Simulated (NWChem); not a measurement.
# CH4AlIO; SMILES [I][AlH][O]C

```xyz
8

Al    -1.0532     1.0344     0.0000
H     -2.6188     1.1405     0.0000
I      0.1114    -1.1507     0.0000
O     -0.1453     2.4538     0.0000
C      1.1621     2.9258     0.0000
H      1.9089     2.1108     0.0000
H      1.3447     3.5523    -0.8901
H      1.3447     3.5523     0.8901
```
Atoms are numbered in this order, from 1.

Structure relaxed at the PBE0/def2-SVP level. Not confirmed as a minimum by frequencies. def2 effective core potentials on I; no spin-orbit coupling.

Symmetry labels are those of Cs in the frame above (b1 and b2, or b-type labels, depend on it).

**Question.** List the 4 lowest vertical singlet excitations from PBE/def2-SVPD with def2 effective core potentials on I, TDA (NWChem).

**Answer.** 
| state | energy (eV) | oscillator strength | symmetry | leading excitation (squared amplitude) |
|---|---|---|---|---|
| S1 | 4.82 | 0.000 | a" | HOMO → LUMO (1.00) |
| S2 | 5.19 | 0.021 | a' | HOMO−1 → LUMO (0.72) |
| S3 | 5.19 | 0.000 | a" | HOMO−2 → LUMO (1.00) |
| S4 | 5.40 | 0.015 | a" | HOMO−1 → LUMO+1 (0.99) |
